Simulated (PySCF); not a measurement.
C3H6BBr, singlet, geometry from GFN2-xTB; B3LYP/6-31G, polarisability in PySCF.

Input for PySCF:
```python
from pyscf import gto, scf, dft
from pyscf.prop import polarizability

mol = gto.M(
    atom='''
B     0.23861867    0.40037231   -0.38262413
Br   -0.37764212   -0.52853109    1.14377344
C     0.72939133    1.88495244   -0.19598401
H     1.28190523    2.28278696   -1.04343327
H     1.35157906    2.00033066    0.69205054
H    -0.13067631    2.54041761   -0.03934291
C     0.19072213   -0.35230929   -1.73565209
C     0.48437322    0.17602514   -2.92386740
H    -0.12080738   -1.39334964   -1.72688379
H     0.42001622   -0.38867801   -3.84061700
H     0.79544407    1.20320937   -3.02770217
''',
    basis='6-31g',
    verbose=3,
)

mf = dft.RKS(mol)
mf.xc = 'b3lyp'
mf.kernel()
alpha = mf.Polarizability().polarizability()[2, 2]
print('alpha_zz =', alpha)
```

Output, abridged:

```
site-packages/pyscf/prop/efg/rhf.py:45: UserWarning: Module EFG is under testing
  warnings.warn('Module EFG is under testing')
site-packages/pyscf/prop/efg/dhf.py:30: UserWarning: Module EFG is under testing
  warnings.warn('Module EFG is under testing')
site-packages/pyscf/prop/zfs/uhf.py:40: UserWarning: Module ZFS is under testing
  warnings.warn('Module ZFS is under testing')
site-packages/pyscf/prop/gtensor/uhf.py:43: UserWarning: Module g-tensor is under testing
  warnings.warn('Module g-tensor is under testing')
site-packages/pyscf/prop/gtensor/uks.py:41: UserWarning: Module g-tensor is under testing
  warnings.warn('Module g-tensor is under testing')
site-packages/pyscf/prop/hfc/uks.py:35: UserWarning: Module HFC is under testing
  warnings.warn('Module HFC is under testing')
site-packages/pyscf/prop/magnetizability/rhf.py:39: UserWarning: Module magnetizability is under testing
  warnings.warn('Module magnetizability is under testing')
site-packages/pyscf/prop/magnetizability/uhf.py:37: UserWarning: Module magnetizability is under testing
  warnings.warn('Module magnetizability is under testing')
site-packages/pyscf/prop/magnetizability/rks.py:37: UserWarning: Module magnetizability is under testing
  warnings.warn('Module magnetizability is under testing')
site-packages/pyscf/prop/magnetizability/uks.py:39: UserWarning: Module magnetizability is under testing
  warnings.warn('Module magnetizability is under testing')
site-packages/pyscf/prop/polarizability/uhf.py:34: UserWarning: Module polarizability is under testing
  warnings.warn('Module polarizability is under testing')
site-packages/pyscf/prop/polarizability/rks.py:29: UserWarning: Module polarizability is under testing
  warnings.warn('Module polarizability is under testing')
site-packages/pyscf/prop/polarizability/uks.py:29: UserWarning: Module polarizability is under testing
  warnings.warn('Module polarizability is under testing')
converged SCF energy = -2716.58577166201
alpha_zz = 84.23422986996907
```
